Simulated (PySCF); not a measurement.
## Optical rotation: SMILES C[Si@@H]1C[C@H]1F, C3H7FSi

Molfile (atoms numbered from 1):
```
C3H7FSi
     RDKit          3D

 12 12  0  0  0  0  0  0  0  0999 V2000
    1.8517   -0.0653    0.5121 C   0  0  0  0  0  0  0  0  0  0  0  0
    0.3297   -0.3741   -0.5627 Si  0  0  2  0  0  4  0  0  0  0  0  0
   -1.1024    0.8561   -0.5105 C   0  0  0  0  0  0  0  0  0  0  0  0
   -1.3679   -0.4282    0.2849 C   0  0  1  0  0  0  0  0  0  0  0  0
   -2.3691   -1.2242   -0.2241 F   0  0  0  0  0  0  0  0  0  0  0  0
    2.6142    0.4698   -0.0453 H   0  0  0  0  0  0  0  0  0  0  0  0
    1.6023    0.5251    1.3887 H   0  0  0  0  0  0  0  0  0  0  0  0
    2.2895   -0.9996    0.8504 H   0  0  0  0  0  0  0  0  0  0  0  0
    0.4812   -1.1707   -1.7675 H   0  0  0  0  0  0  0  0  0  0  0  0
   -1.0624    1.7655    0.0733 H   0  0  0  0  0  0  0  0  0  0  0  0
   -1.7344    0.9738   -1.3794 H   0  0  0  0  0  0  0  0  0  0  0  0
   -1.5312   -0.3288    1.3540 H   0  0  0  0  0  0  0  0  0  0  0  0
  1  2  1  0
  2  3  1  0
  3  4  1  0
  4  5  1  0
  4  2  1  0
  1  6  1  0
  1  7  1  0
  1  8  1  0
  2  9  1  6
  3 10  1  0
  3 11  1  0
  4 12  1  1
M  END
```

Level of theory: TDDFT BHandHLYP/aug-cc-pVDZ circular dichroism and optical rotation, one conformer, gas phase in PySCF 2.14.0. Geometry: GFN2-xTB.

Stereocentres: Si2 R, C4 S.

Task: Give the optical rotatory dispersion at 633, 589.3, 546, 436, 405, 365, 355 nm.

Result: [α] in deg dm⁻¹ (g/mL)⁻¹:
| λ (nm) | origin-invariant length gauge | modified velocity gauge | length gauge (centre of mass) | isotropic polarisability (au) |
| --- | --- | --- | --- | --- |
| 633 | +9.3 | +6.5 | +7.0 | 65.3 |
| 589.3 | +11.2 | +7.9 | +8.5 | 65.6 |
| 546 | +13.8 | +9.8 | +10.6 | 66.0 |
| 436 | +27.2 | +20.2 | +21.7 | 67.4 |
| 405 | +35.1 | +26.5 | +28.4 | 68.1 |
| 365 | +52.4 | +40.7 | +43.5 | 69.4 |
| 355 | +58.8 | +46.1 | +49.2 | 69.8 |

Task: And for the mirror image at 589.3 nm?

Result: -11.2 deg dm⁻¹ (g/mL)⁻¹ (origin-invariant length gauge): the same size and the opposite sign.

Task: What is the molar rotation [Φ] = [α]·M/100 of the geometry above at 589.3 nm?

Result: With M = 90.17 g/mol, +10.1 deg cm² dmol⁻¹ (origin-invariant length gauge).

The first excitation lies at 6.12 eV (203 nm) with R = +7.2 × 10⁻⁴⁰ esu² cm² (velocity form).
